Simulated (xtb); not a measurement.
antimony atom (Sb), quartet; GFN2-xTB (xtb 6.7.1).

xtb was given this input:
```
$ xtb mol.xyz --gfn 2 --uhf 3 --json

# file mol.xyz
1

Sb     0.00000000     0.00000000     0.00000000
```

What the program printed (banner, timings and long lists left out):

```
   ID    Z sym.   atoms
    1   51 Sb     1

           -------------------------------------------------
          |                Calculation Setup                |
           -------------------------------------------------

           -------------------------------------------------
          |                 G F N 2 - x T B                 |
           -------------------------------------------------

          ...................................................
          :                      SETUP                      :
          :.................................................:
          :  # basis functions                  10          :
          :  # atomic orbitals                   9          :
          :  # shells                            3          :
          :  # electrons                         5          :
          :  max. iterations                   250          :
          :  Hamiltonian                  GFN2-xTB          :
          :  restarted?                      false          :
          :  GBSA solvation                  false          :
          :  PC potential                    false          :
          :  electronic temp.          300.0000000     K    :
          :  accuracy                    1.0000000          :
          :  -> integral cutoff          0.2500000E+02      :
          :  -> integral neglect         0.1000000E-07      :
          :  -> SCF convergence          0.1000000E-05 Eh   :
          :  -> wf. convergence          0.1000000E-03 e    :
          :  Broyden damping             0.4000000          :
          :  net charge                          0          :
          :  unpaired electrons                  3          :
          ...................................................

 iter      E             dE          RMSdq      gap      omega  full diag
   1     -2.1606005 -0.216060E+01  0.000E+00    8.26       8.3  T
   2     -2.1606005  0.000000E+00  0.000E+00    8.26       8.3  T
   3     -2.1606005  0.000000E+00  0.000E+00    8.26       8.3  T

   *** convergence criteria satisfied after 3 iterations ***

         :::::::::::::::::::::::::::::::::::::::::::::::::::::
         ::                     SUMMARY                     ::
         :::::::::::::::::::::::::::::::::::::::::::::::::::::
         :: total energy              -2.160600494682 Eh    ::
         :: gradient norm              0.000000000000 Eh/a0 ::
         :: HOMO-LUMO gap              8.259181000000 eV    ::
         ::.................................................::
         :: SCC energy                -2.160600494682 Eh    ::
         :: -> isotropic ES            0.000000000000 Eh    ::
         :: -> anisotropic ES          0.000000000000 Eh    ::
         :: -> anisotropic XC          0.000000000000 Eh    ::
         :: -> dispersion              0.000000000000 Eh    ::
         :: repulsion energy           0.000000000000 Eh    ::
         :: add. restraining           0.000000000000 Eh    ::
         :: total charge               0.000000000000 e     ::
         :::::::::::::::::::::::::::::::::::::::::::::::::::::

           -------------------------------------------------
          |                Property Printout                |
           -------------------------------------------------

    * Orbital Energies and Occupations

         #    Occupation            Energy/Eh            Energy/eV
      -------------------------------------------------------------
         1        2.0000           -0.6751308             -18.3712
         2        1.0000           -0.2701130              -7.3501
         3        1.0000           -0.2701130              -7.3501
         4        1.0000           -0.2701130              -7.3501 (HOMO)
         5                          0.0334063               0.9090 (LUMO)
         6                          0.0334063               0.9090
         7                          0.0334063               0.9090
         8                          0.0334063               0.9090
         9                          0.0334063               0.9090
      -------------------------------------------------------------
                  HL-Gap            0.3035193 Eh            8.2592 eV
             Fermi-level           -0.2954876 Eh           -8.0406 eV

     #   Z          covCN         q      C6AA      α(0)
     1  51 Sb       0.000     0.000   497.239    44.832

 Mol. C6AA /au·bohr⁶  :        497.239004
 Mol. C8AA /au·bohr⁸  :      53360.295679
 Mol. α(0) /au        :         44.831904

Wiberg/Mayer (AO) data.
largest (>0.10) Wiberg bond orders for each atom

 ---------------------------------------------------------------------------
     #   Z sym  total        # sym  WBO       # sym  WBO       # sym  WBO
 ---------------------------------------------------------------------------
     1  51 Sb   0.000
 ---------------------------------------------------------------------------

molecular dipole:
                 x           y           z       tot (Debye)
 q only:        0.000       0.000       0.000
   full:        0.000       0.000       0.000       0.000
molecular quadrupole (traceless):
                xx          xy          yy          xz          yz          zz
 q only:        0.000       0.000       0.000       0.000       0.000       0.000
  q+dip:        0.000       0.000       0.000       0.000       0.000       0.000
   full:        0.000       0.000       0.000       0.000       0.000       0.000

           -------------------------------------------------
          | TOTAL ENERGY               -2.160600494682 Eh   |
          | GRADIENT NORM               0.000000000000 Eh/α |
          | HOMO-LUMO GAP               8.259181000000 eV   |
           -------------------------------------------------

normal termination of xtb
```
